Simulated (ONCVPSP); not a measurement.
## Transferability test, ONCV potential for copper

copper, optimised norm-conserving Vanderbilt (ONCV), made with ONCVPSP 4.0.1 (PW91, scalar-relativistic). Core [Ne], reference 3s2 3p6 3d8 (charge +3). Waves: 3s: rc 1.15 bohr, ncon 5, nbas 9, qcut 8.7 1/bohr, 2 projectors, debl 0.6 Ha; 3p: rc 0.80 bohr, ncon 4, nbas 8, qcut 8.9 1/bohr, 3 projectors, debl 2.7 Ha; 3d: rc 0.95 bohr, ncon 4, nbas 9, qcut 14 1/bohr, 3 projectors, debl 3.4 Ha; f scattering state at 0.06 Ha: rc 1.10 bohr, ncon 3, nbas 6, qcut 11.5 1/bohr, 2 projectors, debl 3.2 Ha. Local part: polynomial inside 0.65 bohr (lpopt 5, dvloc0 4 Ha). Core correction: Teter function, fcfact 3.75, rcfact 1.45.

In the s channel the program set the typed energies aside and used -5.907, 0.250 Ha. In the p channel the program set the typed energies aside and used -4.333, 0.250, 2.950 Ha.

Energies are relative to the spin-unpolarised reference configuration 3s2 3p6 3d8; without spin polarisation the order of configurations can differ from experiment.

(1) Give the all-electron excitation energy and the error of the potential for: 3s2 3p6 3d10 4s1; 3s2 3p6 3d10; 3s2 3p6 3d9; 3s2 3p6 3d10 4s0.5.

Levels in the configuration 3s2 3p6 3d10 4s1:

```json
{"level": "3s", "all-electron (eV)": "-114.700", "pseudo (eV)": "-114.634"}
{"level": "3p", "all-electron (eV)": "-72.192", "pseudo (eV)": "-72.157"}
{"level": "3d", "all-electron (eV)": "-5.114", "pseudo (eV)": "-5.116"}
{"level": "4s", "all-electron (eV)": "-4.664", "pseudo (eV)": "-4.659"}
```

Results:

(1)

| valence configuration | charge | ΔE all-electron (eV) | error AE − PS (meV) |
| --- | --- | --- | --- |
| 3s2 3p6 3d10 4s1 | 0 | -68.772 | +12 |
| 3s2 3p6 3d10 | +1 | -60.568 | +19 |
| 3s2 3p6 3d9 | +2 | -39.134 | +11 |
| 3s2 3p6 3d10 4s0.5 | +0.5 | -65.581 | +16 |
